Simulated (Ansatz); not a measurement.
hydrogen selenide (SMILES [SeH2]) moved off its minimum; all values from Ansatz (an electronic-structure program), cores frozen in correlated methods.
(charge 0, multiplicity 1)
```xyz
3

Se    -0.0120    -0.0070    -0.0442
H     -1.0921    -0.9241    -0.0643
H      1.0461    -0.9354    -0.0583
```

Forces at B3LYP/def2-TZVPP (eV/Å):

```json
[
 {"atom": "Se1", "Fx": "-0.181", "Fy": "2.339", "Fz": "0.043"},
 {"atom": "H2", "Fx": "-0.702", "Fy": "-1.075", "Fz": "-0.022"},
 {"atom": "H3", "Fx": "0.882", "Fy": "-1.264", "Fz": "-0.021"}
]
```

Problem. Give the forces (eV/Å), the total energy and the dipole at CCSD(T)/aug-cc-pVTZ.

Solution. 
```
atom      Fx      Fy      Fz
----  ------  ------  ------
Se1   -0.185   2.361   0.043
H2    -0.706  -1.084  -0.022
H3     0.891  -1.276  -0.021
```
Energy -2401.2474 hartree, dipole 0.76 D.
